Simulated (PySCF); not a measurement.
Cd(Br)(SiH3), H3BrCdSi, SMILES [SiH3][Cd][Br] (PBE0/def2-SVP optimised geometry):

```
6

Cd    -0.290    -0.184     0.000
Br    -2.729    -0.185     0.000
Si     2.204    -0.184     0.000
H      2.729    -0.552     1.351
H      2.729     1.170    -0.357
H      2.728    -1.170    -0.994
```

Computed with PySCF with PBE0/def2-TZVP, def2 effective core potentials past Kr.

**Question.** What are the frontier orbital energies and the dipole moment?

**Answer.** HOMO-2 -8.00 eV, HOMO-1 -7.96 eV, HOMO -7.96 eV, LUMO -1.18 eV, LUMO+1 -1.18 eV; dipole moment 2.65 D.

On the same geometry PBE/def2-TZVP, def2 effective core potentials past Kr (PySCF) gives HOMO-2 -7.02 eV, HOMO-1 -6.73 eV, HOMO -6.73 eV, LUMO -1.98 eV, LUMO+1 -1.85 eV; dipole moment 2.57 D.
